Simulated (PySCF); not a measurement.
Species: C₅H₉BF₂.
Z-matrix (Å and degrees, PBE0-D3(BJ)/def2-SVP geometry), rows numbered from 1:
```
C 
C   1  1.3392
C   2  1.4993  1  121.79
C   2  1.5062  1  123.35  3  -179.72
C   4  1.5248  2  115.61  1     4.35
B   5  1.5638  4  112.90  2    60.37
F   6  1.3242  5  121.24  4    41.77
F   6  1.3241  5  122.54  4  -140.96
H   1  1.0932  2  122.92  3  -178.92
H   1  1.0931  2  120.94  3     0.64
H   3  1.1029  2  110.81  1  -121.25
H   3  1.0986  2  111.99  1    -0.21
H   3  1.1032  2  110.79  1   120.74
H   4  1.1048  2  107.63  1   126.97
H   4  1.1054  2  108.31  1  -120.16
H   5  1.1010  4  111.55  2   -64.15
H   5  1.1053  4  109.15  2   179.12
```

Method: PBE0-D3(BJ)/def2-SVP geometry optimisation, gas phase (PySCF 2.14.0).

Take the most abundant isotopes and a rigid rotor. The values belong to one conformer with, in the numbering `[CH2:1]=[C:2]([CH3:3])[CH2:4][CH2:5][B:6]([F:7])[F:8]`, C1–C2–C4–C5 4°, C2–C4–C5–B6 60°, C4–C5–B6–F7 42°.

(1) What are A, B and C (cm⁻¹)?

(2) What kind of rotor is it?

(3) Is it planar, by Δ = Ic − Ia − Ib?

(4) Give the other two planar moments, Paa and Pbb, and the rms extents of the mass along the axes.

(5) Predict some low-J microwave lines.

(6) Estimate the classical rotational partition function at 25 K, 50 K and 200 K.

Answers

(1) Ia = 145.53, Ib = 440.90, Ic = 458.99 u·Å²; 505379 MHz·u·Å²/I gives 3473, 1146 and 1101 MHz, that is A = 0.11584, B = 0.03823, C = 0.03673 cm⁻¹.

(2) A near-prolate asymmetric top; Ray's κ = -0.962.

(3) Not planar: Δ = Ic − Ia − Ib = -127.43 u·Å². For a rigid frame Δ = −2 Σ m c², so Σ m c² = 63.72 u·Å² lies off the ab plane: 11.50 from hydrogen and 52.22 from heavier atoms. The atom farthest from that plane is 1.98 Å away.

(4) Paa = Σ m a² = (Ib + Ic − Ia)/2 = 377.18 and Pbb = Σ m b² = (Ia + Ic − Ib)/2 = 81.81 u·Å². With the mass M = 118.08 u, the rms extents √(P/M) along a, b and c are 1.79, 0.83, 0.73 Å.

(5) The dipole components are |μa| = 1.47 D, |μb| = 1.00 D, |μc| = 1.04 D. The squared components, which scale the intensities, stand as 1.00 : 0.46 : 0.50 (a : b : c). Some lines, for components of 0.1 D or more:

```
type  branch         J(Ka,Kc)    MHz  lower level (cm⁻¹)
   b       R  2(0,2) ← 1(1,1)   2167               0.153
   a       R  1(0,1) ← 0(0,0)   2247               0.000
   c       Q  2(1,2) ← 2(0,2)   2282               0.225
   c       Q  1(1,1) ← 1(0,1)   2327               0.075
   b       Q  1(1,0) ← 1(0,1)   2372               0.075
   b       Q  2(1,1) ← 2(0,2)   2418               0.225
   a       R  2(1,2) ← 1(1,1)   4449               0.153
   a       R  2(0,2) ← 1(0,1)   4494               0.075
   a       R  2(1,1) ← 1(1,0)   4540               0.154
   b       R  1(1,1) ← 0(0,0)   4574               0.000
   c       R  1(1,0) ← 0(0,0)   4619               0.000
   b       R  2(1,2) ← 1(0,1)   6776               0.075
   c       R  2(1,1) ← 1(0,1)   6911               0.075
   c       Q  2(2,1) ← 2(1,1)   6980               0.306
   b       Q  2(2,0) ← 2(1,1)   6980               0.306
   b       Q  2(2,1) ← 2(1,2)   7115               0.301
   b       R  2(2,1) ← 1(1,0)  11519               0.154
   c       R  2(2,0) ← 1(1,0)  11520               0.154
   c       R  2(2,1) ← 1(1,1)  11564               0.153
   b       R  2(2,0) ← 1(1,1)  11565               0.153
```

(6) Point group C1, symmetry number σ = 1; q = (√π/σ)·√((kT/h)³/(ABC)), k/h = 20836.6 MHz/K: 10100 at 25 K, 28500 at 50 K, 228000 at 200 K.

Not checked by PBE0-D3(BJ)/def2-SVP frequencies. No vibrational averaging or centrifugal distortion is included, and the geometry carries the error of its method. A rigid rotor knows nothing of internal rotation, which can split or shift real lines. Quadrupole hyperfine structure (11B) is left out.

Time: 1.9 min; peak memory 0.65 GiB. Hardware: one thread of an Arm Neoverse V2 (shared host). That covers the optimisation of the geometry.
